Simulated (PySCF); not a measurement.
Spectra and structures to be paired. Method: PySCF 2.14.0, density-fitted response routines, TDDFT wB97X-D/def2-SVPD, vertical, gas phase, core orbitals frozen in the response. Geometries: GFN2-xTB; one conformer of each isolated species. Triplets are in the Tamm–Dancoff approximation.

A. `C(C[C@@H]1C=N1)F`
B. `N=C1CC(F)C1`
C. `CO[SiH](NC=O)OC`
D. `[H]/N=C/C/C=C/F`

Lowest singlet levels (six at most, fewer where fewer were computed) with oscillator strengths:

1. 5.14 eV (f 0.002); 7.39 eV (f 0.046); 7.79 eV (f 0.023); 7.87 eV (f 0.111); 8.19 eV (f 0.012); 8.29 eV (f 0.086); T1 4.48 eV
2. 5.08 eV (f 0.000); 7.04 eV (f 0.031); 7.92 eV (f 0.000); 8.05 eV (f 0.002); 8.50 eV (f 0.025); 8.65 eV (f 0.011); T1 4.42 eV
3. 5.23 eV (f 0.005); 6.70 eV (f 0.187); 7.53 eV (f 0.005); 7.60 eV (f 0.126); 7.91 eV (f 0.104); 8.10 eV (f 0.003); T1 4.42 eV
4. 5.73 eV (f 0.001); 7.30 eV (f 0.124); 7.80 eV (f 0.009); 7.90 eV (f 0.078); 8.07 eV (f 0.008); 8.15 eV (f 0.014); T1 5.28 eV

Question: Which spectrum belongs to which structure?

Answer: 1 = B, 2 = A, 3 = D, 4 = C.
- A: S1 at 5.08 eV, HOMO→LUMO (98%); Löwdin shares by element: HOMO carbon 51% or more, nitrogen 40%; LUMO carbon 48% or more, nitrogen 37%, hydrogen 8% or more; HOMO -9.56 and LUMO 1.32 eV.
- B: S1 at 5.14 eV, HOMO→LUMO (96%); Löwdin shares by element: HOMO nitrogen 55%, carbon 25% or more, hydrogen 8% or more; LUMO carbon 47% or more, nitrogen 27% (atoms not listed hold the other 26%); HOMO -9.35 and LUMO 1.37 eV.
- C: S1 at 5.73 eV, HOMO→LUMO (72%), HOMO→LUMO+1 (16%); Löwdin shares by element: HOMO oxygen 60% or more, carbon 13% or more, hydrogen 7% or more, nitrogen 7%; LUMO carbon 31% or more, oxygen 19% or more, nitrogen 12%, silicon 12% (atoms not listed hold the other 26%); HOMO -9.72 and LUMO 1.94 eV.
- D: S1 at 5.23 eV, HOMO→LUMO (47%), HOMO-1→LUMO (37%); Löwdin shares by element: HOMO carbon 48% or more, nitrogen 23% (atoms not listed hold the other 29%); LUMO carbon 51% or more, nitrogen 25% (atoms not listed hold the other 24%); HOMO -9.34 and LUMO 1.21 eV.
A and B have S1 within 0.07 eV of each other; their strongest listed levels stand at 7.04 eV (f 0.031) and 7.87 eV (f 0.111).
B and D have S1 within 0.10 eV of each other; their strongest listed levels stand at 7.87 eV (f 0.111) and 6.70 eV (f 0.187).
